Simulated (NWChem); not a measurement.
BH$_{2}$Se$_{2}$F; SMILES [SeH]B([SeH])F

```xyz
6

B      0.6400     0.0072     0.0000
F      1.9663     0.0401     0.0000
Se    -0.3093    -1.7124     0.0000
H      0.9367    -2.5146     0.0000
Se    -0.2843     1.7403     0.0000
H     -1.6507     1.1708     0.0000
```
Atoms are numbered in this order, from 1.

All runs: NWChem. Medium grid unless said otherwise, to which SCAN and Minnesota functionals are sensitive. Geometry: optimised at B3LYP/6-31G* (spherical d).

Q: Predict the results for r2SCAN/def2-SVP. Quantities: highest occupied level (eV); orbital gap (eV); dipole (D).

A: 
| Quantity | Value |
|---|---|
| highest occupied level (eV) | -6.31 |
| orbital gap (eV) | 5.21 |
| dipole (D) | 0.85 |
